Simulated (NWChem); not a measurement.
## Basis-set convergence for H₅BN₂

SMILES: NBN
```xyz
8

B      0.0000     0.0000     0.4932
H      0.0000     0.0000     1.7068
N      1.2431     0.0000    -0.1759
H      2.1178     0.0000     0.3260
H      1.3522     0.0000    -1.1808
N     -1.2431     0.0000    -0.1759
H     -1.3522     0.0000    -1.1808
H     -2.1178     0.0000     0.3260
```
Charge 0, spin multiplicity 1.

All runs are NWChem calculations. Structure: optimised with PBE0/def2-SVP, a minimum by its harmonic frequencies. It is one conformer; others weren't searched.

Quantity: LUMO energy at the level PBE0.

The Pople sets run with spherical d functions. The structure started from a generated list of species.

| basis | functions | LUMO energy (eV) |
|---|---|---|
| STO-3G | 20 | 6.17 |
| pcseg-1 | 67 | 1.62 |
| cc-pVDZ | 67 | 2.09 |
| def2-SVP | 67 | 2.02 |
| 6-311G** | 84 | 1.57 |
| def2-SVPD | 100 | 0.54 |
| 6-311++G** | 101 | -0.02 |
| aug-cc-pVDZ | 114 | -0.10 |
| aug-pcseg-1 | 114 | -0.15 |
| cc-pVTZ | 160 | 1.34 |

Smallest basis within 0.1 eV of cc-pVTZ, the largest set run: no smaller one. cc-pVTZ isn't the basis-set limit itself, and a small set can land close by cancellation.

This LUMO lies above zero in the largest set, so its value hangs on the diffuse functions.
